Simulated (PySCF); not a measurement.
Geometries of 3 isomers of C2H7BN2, from PBE0-D3(BJ)/def2-SVP geometry optimisation, gas phase in PySCF 2.14.0. One conformer each, no zero-point energy, no frequencies.

Problem. Which isomer lies lowest at this level?
A.
```xyz
12
angstrom
C      2.540    0.379    0.302
C      1.131    0.045    0.331
N      0.011   -0.223    0.351
B     -1.688   -0.582    0.317
N     -2.330    0.090   -0.801
H      2.704    1.259   -0.336
H      2.892    0.606    1.319
H      3.120   -0.466   -0.097
H     -1.613   -1.802    0.235
H     -1.983   -0.166    1.432
H     -2.222   -0.250   -1.746
H     -2.524    1.082   -0.772
```
B.
```xyz
12
angstrom
C     -1.276   -0.588   -0.310
N     -0.419    0.099    0.669
B      0.885    0.839    0.054
C      1.753   -0.302   -0.602
N      2.337   -1.189   -1.072
H     -1.635    0.149   -1.038
H     -0.667   -1.331   -0.841
H     -2.128   -1.080    0.179
H     -0.100   -0.564    1.379
H     -0.953    0.811    1.171
H      1.453    1.373    0.992
H      0.475    1.640   -0.770
```
C.
```xyz
12
angstrom
C      1.986    0.271   -0.069
C      0.824    0.619    0.495
B     -0.574   -0.010    0.124
N     -1.742    0.772    0.307
N     -0.634   -1.328   -0.391
H      2.941    0.740    0.198
H      2.036   -0.502   -0.846
H      0.856    1.420    1.248
H     -1.698    1.740    0.591
H     -2.674    0.462    0.075
H      0.175   -1.932   -0.396
H     -1.487   -1.788   -0.675
```

Solution. C. That is `C=CB(N)N`, 39.6 kcal/mol below the next.

| SMILES | atoms numbered as above | E (Eh) | relative (kcal/mol) | relative (kJ/mol) | dipole (D) |
| --- | --- | --- | --- | --- | --- |
| C=CB(N)N | [CH2:1]=[CH:2][B:3]([NH2:4])[NH2:5] | -214.43956 | 0.0 | 0.0 | 1.45 |
| C[NH2+][BH2-]C#N | [CH3:1][NH2+:2][BH2-:3][C:4]#[N:5] | -214.37651 | 39.6 | 165.5 | 7.46 |
| CC#[N+][BH2-]N | [CH3:1][C:2]#[N+:3][BH2-:4][NH2:5] | -214.35921 | 50.4 | 211.0 | 7.35 |
